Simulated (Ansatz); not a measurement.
Ansatz (a first-principles code) input (PBE0/def2-SVP):

Ansatz 0.2 input:
```yaml
crystal:
  periodic: [false, false, false]
  atoms:
    - {symbol: C, position_ang: [2.54598133, -0.45040089, -0.45239677]}
    - {symbol: C, position_ang: [1.56779912, -0.29083446, 0.62702145]}
    - {symbol: C, position_ang: [0.29592708, -0.06537201, 0.82212590]}
    - {symbol: C, position_ang: [-0.74999891, 0.13856934, -0.26238923]}
    - {symbol: C, position_ang: [-1.37347877, 1.53240617, -0.14509301]}
    - {symbol: C, position_ang: [-1.81994421, -0.95415133, -0.18210687]}
    - {symbol: H, position_ang: [2.07275093, -0.35073380, -1.43978187]}
    - {symbol: H, position_ang: [3.33632079, 0.30169479, -0.38728445]}
    - {symbol: H, position_ang: [3.02503792, -1.43197301, -0.41309111]}
    - {symbol: H, position_ang: [-0.08945630, -0.01134683, 1.84130190]}
    - {symbol: H, position_ang: [-0.25441518, 0.06405446, -1.23433553]}
    - {symbol: H, position_ang: [-2.12701312, 1.68837414, -0.92065414]}
    - {symbol: H, position_ang: [-1.86192161, 1.65553009, 0.82508508]}
    - {symbol: H, position_ang: [-0.61616043, 2.31168466, -0.23977308]}
    - {symbol: H, position_ang: [-2.57665235, -0.81585954, -0.95793112]}
    - {symbol: H, position_ang: [-1.38047378, -1.94510420, -0.30313787]}
    - {symbol: H, position_ang: [-2.32573071, -0.92762169, 0.78663335]}
basis:
  gaussian:
    orbitals: def2-SVP
hamiltonian:
  xc: {name: PBE0}
magnetization: {spin_polarized: true, initial_magnetization: 1}
```

End of the output:

```
integrals: 0.08 GiB planned
1586 factors; their error is unknown
0.20 GiB of the device are held for the grids
0.81 GiB of device memory are held for the factors and their scratch space
mean field: 0.69 GiB planned
mean field evaluation 1: about -6377.4086 eV, gradient 4.2e1 eV
mean field evaluation 2: about -6375.9228 eV, gradient 4.6e1 eV
mean field evaluation 4: about -6386.7549 eV, gradient 2.4e0 eV
mean field evaluation 8: about -6386.7879 eV, gradient 1.2e-1 eV
mean field evaluation 16: about -6386.7620 eV, gradient 2.1e-3 eV
mean field -6386.76203990 eV, -234.7091758635 hartree, gradient 8.6e-5 eV, S^2 0.763076; 0 other end points of the search recorded, 0 dependent functions left out
reference -6386.76206980 eV, -234.7091769622 hartree; 24, 23 occupied and 115, 116 virtual orbitals, 1586 factors
Total energy: -6386.76206980 eV, -234.7091769622 hartree
```

It need not be the lowest isomer of its formula.
